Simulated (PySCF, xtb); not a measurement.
AlH6NO2Si, SMILES [Al]([OH])([OH])[SiH2]N. The values are those of a single conformer.

Harmonic wavenumbers (cm⁻¹) from GFN2-xTB (xtb 6.7.1) at its own minimum, in rising order: 31, 76, 136, 152, 171, 186, 396, 402, 420, 472, 499, 506, 588, 606, 706, 762, 797, 827, 856, 930, 1539, 2119, 2128, 3469, 3499, 3744, 3755.

**Question.** What does PBE-D3(BJ)/def2-SVP run with PySCF give at its own minimum? (An estimate is asked for; the answer gives what the named calculation found.)

**Answer.** 40, 67, 163, 197, 229, 243, 260, 338, 384, 439, 469, 480, 557, 682, 734, 778, 817, 890, 895, 950, 1497, 2054, 2136, 3466, 3563, 3815, 3821. Paired by order, the mean absolute difference is 42 cm⁻¹ and the zero-point energies are 42.6 and 42.8 kcal/mol.
